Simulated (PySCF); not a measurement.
Compound: trans-Ti(H2O)2F4 (singlet state).
Bonds: Ti1–O2, Ti1–O5, Ti1–F8, Ti1–F9, Ti1–F10, Ti1–F11. Hydrogens: H3, H4 on O2; H6, H7 on O5.

Computed by this run: PBE0-D3(BJ)/def2-SVP geometry optimisation, gas phase in PySCF; density fitting, grid level 1; the optimiser is geomeTRIC in internal coordinates, started from a GFN1-xTB structure with every atom displaced at random (about 0.03 Å).

The end geometry, which sets the zero of energy:
```
atom  x, y, z in Å
Ti1    -0.1249   -0.1283   -0.0035
O2     -0.2907    0.1258    2.1199
H3     -1.1088    0.5593    2.3935
H4      0.4750    0.5672    2.5083
O5      0.2338   -0.2342   -2.1220
H6      0.6987   -1.0398   -2.3810
H7      0.6922    0.5427   -2.4659
F8      1.5672   -0.0820    0.5755
F9     -1.8780   -0.1041    0.3018
F10    -0.0847    1.5785   -0.5342
F11    -0.0818   -1.8705   -0.3615
```

Task: These geometries come from the run, each turned onto the end geometry. Order them by energy, lowest first.
A.
```
atom  x, y, z in Å
Ti1    -0.1895   -0.1009   -0.0292
O2     -0.2121    0.1489    2.1059
H3     -1.0747    0.4274    2.4362
H4      0.4976    0.6788    2.4867
O5      0.3052   -0.1820   -2.1517
H6      0.6454   -1.0816   -2.2605
H7      1.0008    0.4485   -2.3761
F8      1.5395   -0.0526    0.4110
F9     -1.9183   -0.1431    0.4061
F10    -0.2755    1.6014   -0.5120
F11    -0.2204   -1.8301   -0.4854
```
B.
```
atom  x, y, z in Å
Ti1    -0.1885   -0.1145   -0.0206
O2     -0.2477    0.1236    2.1035
H3     -1.0738    0.5035    2.4299
H4      0.5127    0.5817    2.4816
O5      0.3077   -0.2325   -2.1146
H6      0.7688   -1.0455   -2.3584
H7      0.8128    0.5336   -2.4146
F8      1.5284   -0.0675    0.4841
F9     -1.9248   -0.0897    0.3820
F10    -0.2057    1.5817   -0.5793
F11    -0.1916   -1.8599   -0.3625
```
C.
```
atom  x, y, z in Å
Ti1    -0.1287   -0.0147   -0.0287
O2     -0.2147    0.1054    2.0884
H3     -1.1271    0.3196    2.3427
H4      0.3956    0.6848    2.5574
O5      0.2605   -0.0772   -2.2122
H6      0.2432   -1.0480   -2.2270
H7      1.1772    0.1611   -2.4081
F8      1.5885    0.0352    0.4344
F9     -1.8567   -0.1797    0.3983
F10    -0.2097    1.6952   -0.4405
F11    -0.0299   -1.7672   -0.4737
```
D.
```
atom  x, y, z in Å
Ti1     0.0052   -0.0237    0.0067
O2     -0.2842    0.0302    2.1188
H3     -1.1751    0.3873    2.2516
H4      0.3248    0.6862    2.4853
O5      0.2761   -0.0347   -2.1062
H6     -0.2731   -0.7446   -2.4683
H7      1.1937   -0.2951   -2.2739
F8      1.7693    0.1529    0.2479
F9     -1.7646   -0.2013   -0.1906
F10    -0.1664    1.7560    0.0552
F11     0.1924   -1.7987   -0.0957
```
E.
```
atom  x, y, z in Å
Ti1    -0.0370   -0.0097    0.0110
O2     -0.2406    0.0669    2.1530
H3     -1.1577    0.2672    2.3679
H4      0.3509    0.7034    2.5803
O5      0.2703   -0.0396   -2.2200
H6     -0.0763   -0.9080   -2.4777
H7      1.2246   -0.1290   -2.3476
F8      1.6501    0.1516    0.5598
F9     -1.8143   -0.1360    0.2105
F10    -0.1787    1.6977   -0.4169
F11     0.1067   -1.7501   -0.3894
```

Result: B (0.009 eV), A (0.033 eV), C (0.112 eV), E (0.213 eV), D (0.418 eV).

In the order of the answer:

```
step  E above end (eV)  largest force (eV/Å)  rms force component (eV/Å)  rms distance from end (Å)  rms bond change (Å)  bond most changed (Å)
  25             0.009                  0.12                       0.036                      0.091                0.003          Ti1–O2 -0.007
  22             0.033                  0.18                       0.061                      0.166                0.011          Ti1–O5 +0.030
  18             0.112                  0.41                       0.125                      0.281                0.027          Ti1–O5 +0.068
  14             0.213                  0.34                       0.123                      0.398                0.033          Ti1–O5 +0.101
   5             0.418                  0.10                       0.032                      0.540                0.009          Ti1–O5 -0.021
```

The cost below is that of the whole optimisation. Hardware: Intel Xeon at 2.50 GHz, one thread, on a shared host. Cost: 11 min of wall time, 0.58 GiB resident at most.
